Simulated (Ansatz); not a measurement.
Harmonic vibrations of C₄H₁₀BN, SMILES `BN(C=C)CC` by finite differences.

```yaml
crystal:
  periodic: [false, false, false]
  atoms:
    - {symbol: B, position_ang: [-0.063369, 0.287608, -2.078928]}
    - {symbol: N, position_ang: [0.036698, -0.167416, -0.759986]}
    - {symbol: C, position_ang: [-0.754089, -1.224652, -0.306196]}
    - {symbol: C, position_ang: [-0.751502, -1.774191, 0.905425]}
    - {symbol: C, position_ang: [0.952871, 0.450977, 0.191182]}
    - {symbol: C, position_ang: [0.263647, 1.427561, 1.127432]}
    - {symbol: H, position_ang: [-0.849181, -0.236929, -2.811310]}
    - {symbol: H, position_ang: [0.641174, 1.185884, -2.433760]}
    - {symbol: H, position_ang: [-1.419135, -1.604249, -1.073929]}
    - {symbol: H, position_ang: [-1.413008, -2.605134, 1.107878]}
    - {symbol: H, position_ang: [-0.118488, -1.437151, 1.715446]}
    - {symbol: H, position_ang: [1.717519, 0.969566, -0.387406]}
    - {symbol: H, position_ang: [1.457641, -0.338000, 0.756875]}
    - {symbol: H, position_ang: [0.980080, 1.832169, 1.846014]}
    - {symbol: H, position_ang: [-0.544570, 0.950524, 1.683217]}
    - {symbol: H, position_ang: [-0.159286, 2.260834, 0.562346]}
basis:
  gaussian: {orbitals: def2-TZVP}
hamiltonian: {xc: pbe0, dispersion: d4}
phonons: {temperatures: {t_min: 298.15, t_max: 900, t_step: 200}}
```

```sh
$ ansatz run in.yaml --threads 4 --pin off --events-out ev --progress --plain --max-ram 11315MiB
```

Output, abridged:

```
Functional definition: PBE0
mean field -6471.82452536 eV, -237.8351645467 hartree, gradient 1.7e-5 eV, S^2 0.000000; 0 other end points of the search recorded, 0 dependent functions left out
mean field -6471.82444246 eV, -237.8351615003 hartree, gradient 2.0e-6 eV, S^2 0.000000; 0 other end points of the search recorded, 0 dependent functions left out
mean field -6471.82442768 eV, -237.8351609571 hartree, gradient 2.0e-6 eV, S^2 0.000000; 0 other end points of the search recorded, 0 dependent functions left out
mean field -6471.82442811 eV, -237.8351609731 hartree, gradient 2.0e-6 eV, S^2 0.000000; 0 other end points of the search recorded, 0 dependent functions left out
mean field -6471.82442391 eV, -237.8351608187 hartree, gradient 2.0e-6 eV, S^2 0.000000; 0 other end points of the search recorded, 0 dependent functions left out
mean field -6471.82431867 eV, -237.8351569511 hartree, gradient 2.0e-6 eV, S^2 0.000000; 0 other end points of the search recorded, 0 dependent functions left out
mean field -6471.82441795 eV, -237.8351605997 hartree, gradient 2.0e-6 eV, S^2 0.000000; 0 other end points of the search recorded, 0 dependent functions left out
mean field -6471.82441418 eV, -237.8351604611 hartree, gradient 2.0e-6 eV, S^2 0.000000; 0 other end points of the search recorded, 0 dependent functions left out
mean field -6471.82442060 eV, -237.8351606969 hartree, gradient 2.0e-6 eV, S^2 0.000000; 0 other end points of the search recorded, 0 dependent functions left out
mean field -6471.82439664 eV, -237.8351598164 hartree, gradient 2.0e-6 eV, S^2 0.000000; 0 other end points of the search recorded, 0 dependent functions left out
mean field -6471.82440174 eV, -237.8351600038 hartree, gradient 2.0e-6 eV, S^2 0.000000; 0 other end points of the search recorded, 0 dependent functions left out
mean field -6471.82430504 eV, -237.8351564501 hartree, gradient 2.0e-6 eV, S^2 0.000000; 0 other end points of the search recorded, 0 dependent functions left out
mean field -6471.82434197 eV, -237.8351578074 hartree, gradient 2.0e-6 eV, S^2 0.000000; 0 other end points of the search recorded, 0 dependent functions left out
mean field -6471.82439341 eV, -237.8351596977 hartree, gradient 2.0e-6 eV, S^2 0.000000; 0 other end points of the search recorded, 0 dependent functions left out
mean field -6471.82441828 eV, -237.8351606117 hartree, gradient 2.0e-6 eV, S^2 0.000000; 0 other end points of the search recorded, 0 dependent functions left out
mean field -6471.82436327 eV, -237.8351585902 hartree, gradient 2.0e-6 eV, S^2 0.000000; 0 other end points of the search recorded, 0 dependent functions left out
mean field -6471.82441468 eV, -237.8351604795 hartree, gradient 2.0e-6 eV, S^2 0.000000; 0 other end points of the search recorded, 0 dependent functions left out
mean field -6471.82426692 eV, -237.8351550492 hartree, gradient 2.0e-6 eV, S^2 0.000000; 0 other end points of the search recorded, 0 dependent functions left out
mean field -6471.82427883 eV, -237.8351554868 hartree, gradient 2.0e-6 eV, S^2 0.000000; 0 other end points of the search recorded, 0 dependent functions left out
mean field -6471.82439861 eV, -237.8351598888 hartree, gradient 2.0e-6 eV, S^2 0.000000; 0 other end points of the search recorded, 0 dependent functions left out
mean field -6471.82442705 eV, -237.8351609338 hartree, gradient 2.0e-6 eV, S^2 0.000000; 0 other end points of the search recorded, 0 dependent functions left out
mean field -6471.82434348 eV, -237.8351578629 hartree, gradient 2.0e-6 eV, S^2 0.000000; 0 other end points of the search recorded, 0 dependent functions left out
mean field -6471.82442791 eV, -237.8351609654 hartree, gradient 2.0e-6 eV, S^2 0.000000; 0 other end points of the search recorded, 0 dependent functions left out
mean field -6471.82431394 eV, -237.8351567772 hartree, gradient 2.0e-6 eV, S^2 0.000000; 0 other end points of the search recorded, 0 dependent functions left out
mean field -6471.82426777 eV, -237.8351550806 hartree, gradient 2.0e-6 eV, S^2 0.000000; 0 other end points of the search recorded, 0 dependent functions left out
mean field -6471.82438450 eV, -237.8351593703 hartree, gradient 2.0e-6 eV, S^2 0.000000; 0 other end points of the search recorded, 0 dependent functions left out
mean field -6471.82433192 eV, -237.8351574378 hartree, gradient 2.0e-6 eV, S^2 0.000000; 0 other end points of the search recorded, 0 dependent functions left out
mean field -6471.82436803 eV, -237.8351587649 hartree, gradient 2.0e-6 eV, S^2 0.000000; 0 other end points of the search recorded, 0 dependent functions left out
mean field -6471.82434444 eV, -237.8351578982 hartree, gradient 2.0e-6 eV, S^2 0.000000; 0 other end points of the search recorded, 0 dependent functions left out
mean field -6471.82437020 eV, -237.8351588448 hartree, gradient 2.0e-6 eV, S^2 0.000000; 0 other end points of the search recorded, 0 dependent functions left out
mean field -6471.82435673 eV, -237.8351583499 hartree, gradient 2.0e-6 eV, S^2 0.000000; 0 other end points of the search recorded, 0 dependent functions left out
mean field -6471.82436051 eV, -237.8351584888 hartree, gradient 2.0e-6 eV, S^2 0.000000; 0 other end points of the search recorded, 0 dependent functions left out
mean field -6471.82434806 eV, -237.8351580311 hartree, gradient 2.0e-6 eV, S^2 0.000000; 0 other end points of the search recorded, 0 dependent functions left out
mean field -6471.82440060 eV, -237.8351599621 hartree, gradient 2.0e-6 eV, S^2 0.000000; 0 other end points of the search recorded, 0 dependent functions left out
[...]
mean field -6471.82447065 eV, -237.8351625361 hartree, gradient 2.0e-6 eV, S^2 0.000000; 0 other end points of the search recorded, 0 dependent functions left out
mean field -6471.82446257 eV, -237.8351622392 hartree, gradient 2.0e-6 eV, S^2 0.000000; 0 other end points of the search recorded, 0 dependent functions left out
mean field -6471.82449267 eV, -237.8351633455 hartree, gradient 2.0e-6 eV, S^2 0.000000; 0 other end points of the search recorded, 0 dependent functions left out
mean field -6471.82448439 eV, -237.8351630410 hartree, gradient 2.0e-6 eV, S^2 0.000000; 0 other end points of the search recorded, 0 dependent functions left out
mean field -6471.82448209 eV, -237.8351629568 hartree, gradient 2.0e-6 eV, S^2 0.000000; 0 other end points of the search recorded, 0 dependent functions left out
mean field -6471.82448229 eV, -237.8351629640 hartree, gradient 2.0e-6 eV, S^2 0.000000; 0 other end points of the search recorded, 0 dependent functions left out
mean field -6471.82449688 eV, -237.8351635002 hartree, gradient 2.0e-6 eV, S^2 0.000000; 0 other end points of the search recorded, 0 dependent functions left out
mean field -6471.82448680 eV, -237.8351631297 hartree, gradient 2.0e-6 eV, S^2 0.000000; 0 other end points of the search recorded, 0 dependent functions left out
mean field -6471.82446538 eV, -237.8351623426 hartree, gradient 2.0e-6 eV, S^2 0.000000; 0 other end points of the search recorded, 0 dependent functions left out
mean field -6471.82446195 eV, -237.8351622163 hartree, gradient 2.0e-6 eV, S^2 0.000000; 0 other end points of the search recorded, 0 dependent functions left out
mean field -6471.82448798 eV, -237.8351631731 hartree, gradient 2.0e-6 eV, S^2 0.000000; 0 other end points of the search recorded, 0 dependent functions left out
mean field -6471.82448203 eV, -237.8351629544 hartree, gradient 2.0e-6 eV, S^2 0.000000; 0 other end points of the search recorded, 0 dependent functions left out
mean field -6471.82447532 eV, -237.8351627079 hartree, gradient 2.0e-6 eV, S^2 0.000000; 0 other end points of the search recorded, 0 dependent functions left out
mean field -6471.82446868 eV, -237.8351624638 hartree, gradient 2.0e-6 eV, S^2 0.000000; 0 other end points of the search recorded, 0 dependent functions left out
mean field -6471.82450799 eV, -237.8351639085 hartree, gradient 2.0e-6 eV, S^2 0.000000; 0 other end points of the search recorded, 0 dependent functions left out
mean field -6471.82449002 eV, -237.8351632481 hartree, gradient 2.0e-6 eV, S^2 0.000000; 0 other end points of the search recorded, 0 dependent functions left out
mean field -6471.82448030 eV, -237.8351628907 hartree, gradient 2.0e-6 eV, S^2 0.000000; 0 other end points of the search recorded, 0 dependent functions left out
mean field -6471.82446505 eV, -237.8351623303 hartree, gradient 2.0e-6 eV, S^2 0.000000; 0 other end points of the search recorded, 0 dependent functions left out
mean field -6471.82446186 eV, -237.8351622133 hartree, gradient 2.0e-6 eV, S^2 0.000000; 0 other end points of the search recorded, 0 dependent functions left out
mean field -6471.82446140 eV, -237.8351621961 hartree, gradient 2.0e-6 eV, S^2 0.000000; 0 other end points of the search recorded, 0 dependent functions left out
mean field -6471.82450072 eV, -237.8351636413 hartree, gradient 2.0e-6 eV, S^2 0.000000; 0 other end points of the search recorded, 0 dependent functions left out
mean field -6471.82448366 eV, -237.8351630145 hartree, gradient 2.0e-6 eV, S^2 0.000000; 0 other end points of the search recorded, 0 dependent functions left out
mean field -6471.82449529 eV, -237.8351634418 hartree, gradient 2.0e-6 eV, S^2 0.000000; 0 other end points of the search recorded, 0 dependent functions left out
mean field -6471.82448028 eV, -237.8351628899 hartree, gradient 2.0e-6 eV, S^2 0.000000; 0 other end points of the search recorded, 0 dependent functions left out
mean field -6471.82449807 eV, -237.8351635438 hartree, gradient 2.0e-6 eV, S^2 0.000000; 0 other end points of the search recorded, 0 dependent functions left out
mean field -6471.82449777 eV, -237.8351635330 hartree, gradient 2.0e-6 eV, S^2 0.000000; 0 other end points of the search recorded, 0 dependent functions left out
mean field -6471.82447048 eV, -237.8351625301 hartree, gradient 2.0e-6 eV, S^2 0.000000; 0 other end points of the search recorded, 0 dependent functions left out
mean field -6471.82444789 eV, -237.8351616997 hartree, gradient 2.0e-6 eV, S^2 0.000000; 0 other end points of the search recorded, 0 dependent functions left out
mean field -6471.82449267 eV, -237.8351633456 hartree, gradient 2.0e-6 eV, S^2 0.000000; 0 other end points of the search recorded, 0 dependent functions left out
mean field -6471.82447893 eV, -237.8351628405 hartree, gradient 2.0e-6 eV, S^2 0.000000; 0 other end points of the search recorded, 0 dependent functions left out
Total energy: -6472.11128628 eV, -237.8457028161 hartree
Atom 0 at    -0.063369     0.287608    -2.078928 Å, force     0.003099    -0.001821    -0.001130 eV/Å
Atom 1 at     0.036698    -0.167416    -0.759986 Å, force    -0.002345    -0.000132    -0.000893 eV/Å
Atom 2 at    -0.754089    -1.224652    -0.306196 Å, force     0.000992     0.000162     0.000027 eV/Å
Atom 3 at    -0.751502    -1.774191     0.905425 Å, force     0.000739    -0.000796    -0.000171 eV/Å
Atom 4 at     0.952871     0.450977     0.191182 Å, force     0.001895    -0.000263    -0.000344 eV/Å
Atom 5 at     0.263647     1.427561     1.127432 Å, force    -0.000355     0.000537     0.000728 eV/Å
Atom 6 at    -0.849181    -0.236929    -2.811310 Å, force    -0.000726     0.000829     0.000687 eV/Å
Atom 7 at     0.641174     1.185884    -2.433760 Å, force    -0.000872     0.000792    -0.000181 eV/Å
Atom 8 at    -1.419135    -1.604249    -1.073929 Å, force    -0.000916     0.000207     0.000360 eV/Å
Atom 9 at    -1.413008    -2.605134     1.107878 Å, force    -0.000162     0.000223    -0.000028 eV/Å
Atom 10 at    -0.118488    -1.437151     1.715446 Å, force    -0.000469     0.000632     0.000230 eV/Å
Atom 11 at     1.717519     0.969566    -0.387406 Å, force    -0.000621    -0.000201     0.000281 eV/Å
Atom 12 at     1.457641    -0.338000     0.756875 Å, force     0.000079     0.000170     0.000368 eV/Å
Atom 13 at     0.980080     1.832169     1.846014 Å, force    -0.000014    -0.000110    -0.000001 eV/Å
Atom 14 at    -0.544570     0.950524     1.683217 Å, force    -0.000090    -0.000294    -0.000005 eV/Å
Atom 15 at    -0.159286     2.260834     0.562346 Å, force    -0.000232     0.000065     0.000069 eV/Å
Dipole moment:     0.092538     0.033817     0.254920 e Å
Vibrations: 116.96 183.26 205.48 233.79 330.61 426.25 464.90 519.47 574.22 739.34 788.71 809.81 874.07 906.04 989.81 992.44 1020.25 1053.70 1114.63 1139.70 1214.71 1280.52 1326.45 1351.37 1380.39 1404.97 1422.46 1476.93 1484.17 1493.63 1505.69 1709.91 2583.82 2670.89 3057.92 3061.93 3120.09 3132.61 3148.56 3185.11 3200.78 3272.99 cm⁻¹, zero-point energy 3.779618 eV
```

Hardware: 4 threads of an Arm Neoverse V1 on a shared host. Wall time 5.8 min, peak host memory 0.74 GiB.
